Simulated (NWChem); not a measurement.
# C3H5Cl; SMILES C/C=C\Cl

```xyz
9

C     -0.7679     1.7482     0.0000
C      0.5968     1.1536     0.0000
C      0.9127    -0.1426     0.0000
Cl    -0.2476    -1.4277     0.0000
H     -1.5450     0.9723     0.0000
H     -0.9150     2.3904    -0.8839
H     -0.9150     2.3904     0.8839
H      1.4497     1.8424     0.0000
H      1.9442    -0.5004     0.0000
```
Atoms are numbered in this order, from 1.

All runs: NWChem. Geometry optimised at PBE0/def2-SVP; all other runs use it. 

```json
[
 {"quantity": "solvation free energy (kcal/mol) in water", "level": "PBE0/def2-SVP, SMD", "value": "0.4"},
 {"quantity": "vertical, lowest state with f > 0.02, singlet (eV)", "level": "CAM-B3LYP/def2-SVPD, TDA", "value": "7.24"},
 {"quantity": "isotropic polarisability (bohr³), static", "level": "CAM-B3LYP/def2-SVPD", "value": "(withheld)"},
 {"quantity": "−ε(HOMO) (eV)", "level": "CAM-B3LYP/def2-SVP", "value": "(withheld)"},
 {"quantity": "dipole (D)", "level": "PBE0/def2-SVP", "value": "(withheld)"},
 {"quantity": "highest harmonic frequency (cm⁻¹)", "level": "PBE0/def2-SVP", "value": "3242"}
]
```

Question: What belongs in the gaps?

Answer: 
- isotropic polarisability (bohr³), static, value: 52.7
- −ε(HOMO) (eV), value: 8.28
- dipole (D), value: 1.52
